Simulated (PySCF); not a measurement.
The numbers are results of TPSSh-D3(BJ)/def2-TZVP // B3LYP-D3(BJ)/def2-TZVP (PySCF 2.14.0), not measurements. Isolated molecules, 0 K electronic values unless said otherwise. One relaxed conformer stands for a flexible species; it need not be the lowest. Excitations are Tamm–Dancoff values on a coarser integration grid. The basis has no diffuse functions, so Rydberg states are missing or too high.

Reference species (SMILES): `B1BO1` (neutral, multiplicity 1).

```json
{
 "LUMO": "-2.04 eV",
 "S1 oscillator strength": "0.016",
 "HOMO–LUMO gap": "4.79 eV",
 "S1–T1 gap (TDA)": "1.09 eV"
}
```

Changed species: `[H]/B=B/O` (B–B–O–H torsion 180°).

Predict the effect on the LUMO, S1 oscillator strength, HOMO–LUMO gap and S1–T1 gap (TDA).

the LUMO decreases by 1.52 eV, to -3.56 eV; the S1 oscillator strength decreases by 0.016, to 0.000; the HOMO–LUMO gap falls by 3.78 eV, to 1.01 eV; the S1–T1 gap (TDA) falls by 4.56 eV, to -3.47 eV.
